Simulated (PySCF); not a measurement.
## How methods differ on the excitation energy of Pb²⁺

Pb²⁺ [Xe] 4f14 5d10 6s2 (1S) → Pb²⁺ [Xe] 4f14 5d10 6s1 6d1 (3D), as a difference of total energies. All numbers are calculated (PySCF 2.14, scalar relativity through the core potential, in aug-cc-pwCVTZ-PP with ECP60MDF (8s7p6d4f1g, 96 functions)). Correlated levels: valence: 5s2 5p6 5d10 frozen; valence and next inner shell: nothing frozen outside the core potential. The calculations carry no spin-orbit coupling.

```tsv
method	excitation energy (cm⁻¹)
UHF	144840
LDA	158660
PBE	154280
PBE0	153420
r2SCAN	154750
TPSSh	153340
wB97M-V	154880
B97-3	154650
r2SCANh	154590
MP2 (valence)	148630
SCS-MP2 (valence)	150240
MP2 (valence and next inner shell)	160180
SCS-MP2 (valence and next inner shell)	159970
```

The promoted electron is Rydberg-like, and one or two diffuse shells describe it only roughly, which tends to raise the upper state.
